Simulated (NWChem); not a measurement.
# C$_{2}$H$_{3}$BrF$_{2}$; SMILES C(Br)(C)(F)F

All runs: NWChem. Structure relaxed at the PBE0/def2-SVP level. Level: PBE0/def2-SVP with SMD (1 M gas to 1 M solution), gas-phase geometry.

**Question.** Order these by “cavity-dispersion-structure term (kcal/mol)”, lowest first: water; cyclohexane; dimethyl sulfoxide.

**Answer.** cyclohexane (-1.6), dimethyl sulfoxide (-0.1), water (2.4)
